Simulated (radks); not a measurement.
Values are calculated unless marked as measured or tabulated.
Problem. Sm45+, configuration [Ne] 3s2 3p5. Level of theory: scalar-relativistic Kohn-Sham, PBE, spin-polarised, spherical densities, point nucleus; open shells are filled with parallel spins first (spin-orbit coupling, left out, can overturn this in heavy ions) (a radial shooting solver on a logarithmic mesh with Libxc functionals). Some entries of the table are withheld. Estimate them.

| orbital | occ. | eigenvalue (hartree) | <r> (bohr) |
|---|---|---|---|
| 1s up | 1 | -1820.996 | 0.02274 |
| 1s down | 1 | -1820.893 | 0.02274 |
| 2s up | 1 | -382.4581 | 0.09598 |
| 2s down | 1 | -382.3891 | 0.09597 |
| 2p up | 3 | -353.0019 | 0.08442 |
| 2p down | 3 | -352.8990 | 0.08442 |
| 3s up | 1 | -147.8498 | 0.2345 |
| 3s down | 1 | -147.5686 | 0.2346 |
| 3p up | 3 | -138.8061 | 0.2287 |
| 3p down | 2 | -138.5225 | 0.2288 |
| 3d up | 0 | -129.0219 | (1) |
| 3d down | 0 | -128.7848 | (2) |
| 4s up | 0 | -77.16180 | 0.4421 |
| 4s down | 0 | -77.06231 | 0.4424 |
| 4p up | 0 | -73.48044 | 0.4427 |
| 4p down | 0 | -73.38251 | 0.4430 |

Solution. 
(1) 3d up <r> (bohr): 0.2020
(2) 3d down <r> (bohr): 0.2019
